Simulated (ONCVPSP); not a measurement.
Gd (Z = 64): variants of one ONCV potential

Base potential:

```
Element                 : gadolinium
Generator               : ONCVPSP 4.0.1
Type                    : optimised norm-conserving Vanderbilt (ONCV)
Functional              : PW91
Relativity              : scalar-relativistic
Frozen core             : [Kr] 4d10
Valence charge          : 18
Reference configuration : 4f6 5s2 5p6 5d2 6s2
Partial waves           : 5s+6s: rc 2.35 bohr, ncon 3, nbas 6, qcut 4.3 1/bohr, 2 projectors; 5p: rc 2.30 bohr, ncon 3, nbas 6, qcut 6.8 1/bohr, 2 projectors, debl 2.4 Ha; 5d: rc 2.25 bohr, ncon 5, nbas 10, qcut 4.6 1/bohr, 1 projector; 4f: rc 1.35 bohr, ncon 5, nbas 9, qcut 12 1/bohr, 3 projectors, debl 0.6 Ha
Local potential         : polynomial inside 1.25 bohr (lpopt 1, dvloc0 2 Ha)
Core correction         : none
```

All-electron outer shells of the reference configuration (PW91, scalar-relativistic, ld1.x):

```json
{"shell": "4d", "level (eV)": "-155.45", "outermost node (bohr)": "0.27", "outermost maximum (bohr)": "0.56"}
{"shell": "5s", "level (eV)": "-53.37", "outermost node (bohr)": "0.65", "outermost maximum (bohr)": "1.18"}
{"shell": "5p", "level (eV)": "-30.09", "outermost node (bohr)": "0.70", "outermost maximum (bohr)": "1.34"}
{"shell": "4f", "level (eV)": "-15.32", "outermost node (bohr)": "–", "outermost maximum (bohr)": "0.56"}
{"shell": "6s", "level (eV)": "-4.45", "outermost node (bohr)": "1.57", "outermost maximum (bohr)": "3.25"}
{"shell": "5d", "level (eV)": "-3.62", "outermost node (bohr)": "0.78", "outermost maximum (bohr)": "1.85"}
```

Cutoffs, loose and tight: the cutoffs (Ha) at which the residual kinetic energy of the hardest occupied pseudo-wave falls to 1 and 0.1 mHa per electron. They do not see the model core or the augmentation charge, which bear on the density cutoff. Test errors are all-electron minus pseudo excitation energies from the reference, over the configurations 4f7 5s2 5p6 5d1 6s2; 4f7 5s2 5p6 5d1 6s1; 4f7 5s2 5p6 5d1 6s0; 4f7 5s2 5p5 5d1 6s2. A dash means not determined; rows that change the core or the reference have their own tests. The largest error is taken over the tests solved by every variant that gives reliable tests at all: 4f7 5s2 5p5 5d1 6s2; 4f7 5s2 5p6 5d1 6s0; 4f7 5s2 5p6 5d1 6s1.

A true bound ghost makes a file unfit for plane-wave use even where its test errors are small: the radial tests pick states by their node count and pass the ghost by.

| change | outcome | cutoff, loose | cutoff, tight | bound ghosts | GHOST(+) flags above zero | largest test error (meV) |
| --- | --- | --- | --- | --- | --- | --- |
| base | generated | 71 Ha | 167 Ha | none | f | +269 |
| all radii scaled by about 0.82 (s 1.94, p 1.90, d 1.84, f 1.10 bohr); local potential polynomial inside 1.02 bohr (lpopt 1, dvloc0 2 Ha) | generated | 267 Ha | 295 Ha | s | p, f | 4 of 4 tests not solved or not reliable |
| all radii scaled by about 0.88 (s 2.06, p 2.02, d 1.98, f 1.18 bohr); local potential polynomial inside 1.10 bohr (lpopt 1, dvloc0 2 Ha) | generated | 217 Ha | 249 Ha | none | s, f | +128 |
| all radii scaled by about 1.08 (s 2.52, p 2.48, d 2.42, f 1.46 bohr); local potential polynomial inside 1.34 bohr (lpopt 1, dvloc0 2 Ha) | generated | 65 Ha | 72 Ha | none | s, f | +356 |
| all radii scaled by about 1.23 (s 2.88, p 2.82, d 2.76, f 1.66 bohr); local potential polynomial inside 1.54 bohr (lpopt 1, dvloc0 2 Ha) | generated | 59 Ha | 64 Ha | none | none | +522 |
| all radii scaled by about 1.30 (s 3.06, p 2.98, d 2.92, f 1.76 bohr); local potential polynomial inside 1.62 bohr (lpopt 1, dvloc0 2 Ha) | generated, projector energies reset by the program | 55 Ha | 61 Ha | none | none | +607 |

Reading the sweep of the scale of all radii (base = 1) (base included, trends over the rows without a ghost): The loose cutoff falls from 217 Ha at 0.88 to 55 Ha at 1.3. A larger radius leaves more room for a smooth pseudo-wave, so fewer plane waves are needed; a smaller one forces it to follow the all-electron wave where it bends sharply. The median size of the test errors (rows with all tests solved) rises from 58.1 meV at 0.88 to 476.2 meV at 1.23. More of the atom is replaced by a form fitted at one configuration, so other configurations suffer as the radius grows. Bound ghosts are found at 0.82.
